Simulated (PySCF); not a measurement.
# J couplings in C$_{5}$H$_{11}$NO

Bonds (- single, = double, # triple, : aromatic): C1-C2, C2-N3, N3-C4, C4=O5, N3-C6, C6-C7. C1 carries H8, H9, H10; C2 carries H11, H12; C4 carries H13; C6 carries H14, H15; C7 carries H16, H17, H18.

Couplings: B3LYP/pcJ-1 (spin–dipole term only in couplings to heteroatoms) in PySCF, geometry PBE0-D3(BJ)/def2-SVP; gas phase, one conformer, non-relativistic. Couplings are averaged over pairs made equivalent by symmetry, fast rotation or ring inversion, so a value needn't be that of the named pair in this geometry, while other rotamers aren't included; one pair stands for each set, and the list holds a selection of those of at least 1.5 Hz over up to four bonds, among pairs with at least one C or N or H atom (others weren't computed).

Isotopes: 13C, 1H, 17O, 15N. Couplings to quadrupolar nuclei such as 17O and 33S are rarely resolved in practice.

```tsv
pair	bonds	J (Hz)
C1, C2	1	38.9
C1, H8	1	133.6
C2, N3	1	-12.1
C2, H11	1	142.4
N3, C4	1	-15.3
N3, C6	1	-13.3
C4, O5	1	?
C4, H13	1	?
C6, C7	1	39.3
C6, H14	1	139.1
C7, H16	1	133.2
C1, H11	2	-2.2
C2, H8	2	-3.5
N3, H13	2	-17.1
C4, C6	2	5.7
O5, H13	2	?
C6, H16	2	-3.5
H11, H12	2	?
H16, H17	2	-14.1
C2, H13	3	?
C2, H14	3	?
N3, H8	3	?
C4, H11	3	3.8
C4, H14	3	6.7
H8, H11	3	8.0
H14, H16	3	?
```

Task: Estimate the withheld couplings, with signs.

Result: 
- 1J(C4,O5) = 28.7 Hz (bond length 1.210 Å)
- 1J(C4,H13) = 194.3 Hz (bond length 1.118 Å, sp2 carbon)
- 2J(O5,H13) = -7.5 Hz (angle at C4 123°)
- 2J(H11,H12) = -15.2 Hz (angle at C2 108°)
- 3J(C2,H13) = 3.7 Hz (dihedral angle 179°)
- 3J(C2,H14) = 4.1 Hz (mean over equivalent pairs that range from 2.5 to 5.7 Hz in this conformer)
- 3J(N3,H8) = -2.7 Hz (mean over equivalent pairs that range from -6.1 to -1.0 Hz in this conformer)
- 3J(H14,H16) = 7.9 Hz (mean over equivalent pairs that range from 2.7 to 16.6 Hz in this conformer)
